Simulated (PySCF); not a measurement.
From one molecule to another.

First species: C₅H₄F₃NO₂.
InChI=1S/C5H4F3NO2/c1-10-4-2-3(11-9-4)5(6,7)8/h2H,1H3

Second species: C₈H₁₃NO.
InChI=1S/C8H13NO/c1-3-4-7-8(10-2)5-6-9-7/h3,6-8H,1,4-5H2,2H3/t7-,8+/m0/s1

Levels: PBE0/pcSseg-1 for HOMO energy, LUMO energy and HOMO–LUMO gap. Geometries: GFN2-xTB. Each structure is a single optimised conformer of the isolated species, non-relativistic unless stated. Electronic properties by PySCF.

The conformers computed, where there is a choice (atom-mapped SMILES and torsion angles):
- `[CH3:1][O:2][c:3]1[cH:4][c:5]([C:6]([F:7])([F:8])[F:9])[o:10][n:11]1`: C1–O2–C3–C4 180°, C4–C5–C6–F7 120°

The conformers of `C=CC[C@@H]1N=CC[C@H]1OC` aren't listed.

| property | column X | column Y |
| --- | --- | --- |
| HOMO energy | -7.92 eV | -6.91 eV |
| LUMO energy | -1.16 eV | 0.08 eV |
| HOMO–LUMO gap | 6.76 eV | 6.99 eV |

Which column belongs to which species?

Column X is the first species and column Y the second. The first has 15 atoms and 84 electrons, the second 23 and 76.

How does each property change from the first species to the second?

HOMO energy +1.01 eV; LUMO energy +1.24 eV; HOMO–LUMO gap +0.23 eV.

